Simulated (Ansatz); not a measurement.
Ansatz (a quantum-chemistry and plane-wave program) input (CAM-B3LYP/def2-TZVPD):

Ansatz 0.2 input:
```yaml
crystal:
  periodic: [false, false, false]
  atoms:
    - {symbol: In, position_ang: [0.22968646, 0.11637452, 0.09396297]}
    - {symbol: F, position_ang: [-0.81330662, 0.94863218, -1.36336726]}
    - {symbol: F, position_ang: [-0.43720853, -1.58222678, 0.85179110]}
basis:
  gaussian:
    orbitals: def2-TZVPD
hamiltonian:
  xc: {name: CAM-B3LYP}
total_charge: -1
```

End of the output:

```
integrals: 0.06 GiB planned
900 factors; their error is unknown
integrals: 0.09 GiB planned
250 factors; integrals over basis functions are off by at most 3.9e-5 eV
mean field: 0.55 GiB planned
mean field evaluation 1: about -10611.9673 eV, gradient 1.6e1 eV
mean field evaluation 2: about -10612.0344 eV, gradient 1.5e1 eV
mean field evaluation 4: about -10612.3179 eV, gradient 6.9e-1 eV
mean field evaluation 8: about -10612.3614 eV, gradient 1.3e-1 eV
mean field evaluation 16: about -10612.3614 eV, gradient 6.3e-5 eV
mean field -10612.36140732 eV, -389.9970884021 hartree, gradient 2.7e-5 eV, S^2 0.000000; 0 other end points of the search recorded, 0 dependent functions left out
reference -10612.36151296 eV, -389.9970922843 hartree; 20, 20 occupied and 116, 116 virtual orbitals, 900 factors
Total energy: -10612.36151296 eV, -389.9970922843 hartree
```

This state (charge -1, singlet) is run at the relaxed geometry of the species with charge 0 and multiplicity 2.
